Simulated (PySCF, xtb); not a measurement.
H8N2OSi2, SMILES [SiH2](O[SiH2]N)N.

GFN2-xTB in xtb at its own geometry gives an orbital gap of 5.76 eV and a dipole moment of 1.82 D.

The structure is a stationary point at B3LYP-D3(BJ)/def2-SVP. One conformer was computed; it need not be the lowest.

**Question.** What does CAM-B3LYP/def2-TZVP (PySCF) give? (The exact figures need the calculation; the answer reports its results.)

**Answer.** gap 10.11 eV (levels -8.99 and 1.13 eV), dipole 2.37 D.
